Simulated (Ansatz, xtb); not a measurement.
AlGaH5P: where a starting geometry ends

The starting geometry of this gas-phase singlet was built from a drawn formula by distance geometry; its bonds are those of `[AlH2][PH][GaH2]`.

```xyz
8

Al    0.1769   -0.9725    2.3589
Ga    2.6385   -0.2757   -0.3594
P     1.8955    0.5737    1.8854
H    -1.3005   -0.4006    2.4766
H     0.4064   -2.5266    2.0431
H     3.1200    0.1442    2.4410
H     2.3136   -1.7133   -0.5443
H     3.6342    0.7319   -0.8228
```

Problem. Predict what becomes of its bonds when it is optimised with r2SCAN-D4/def2-SVP.

Solution. It keeps its bonds, and is `[AlH2][PH][GaH2]`.

The energy falls by 1.00 eV over 19 steps:

```
step  E − E(last) (eV)
   1             0.997
   3             0.423
   5             0.344
   7             0.246
   9             0.152
  11             0.074
  13             0.031
  15             0.008
  17             0.001
  19             0.000
```

Final geometry (Å):

```xyz
8

Al    0.4185   -1.2072    2.3415
Ga    2.4530   -0.0293   -0.3038
P     1.9083    0.4679    1.8505
H    -0.8657   -1.3397    1.4199
H     0.6505   -2.1098    3.6263
H     3.0732    0.0555    2.5603
H     1.2876   -0.0847   -1.3389
H     3.9592   -0.1916   -0.6774
```

From the same start GFN2-xTB ends elsewhere, differing in Al1–Ga2 (2.83 against 3.54 Å here), Al1–H7 (1.71 against 3.94 Å here), Ga2–H7 (2.34 against 1.56 Å here).

No frequencies were run, so the end isn't proven a minimum. Run with Ansatz 0.2.0, 22 s on 2 threads of Intel(R) Xeon(R) 6975P-C (Granite Rapids), with other jobs on the host.
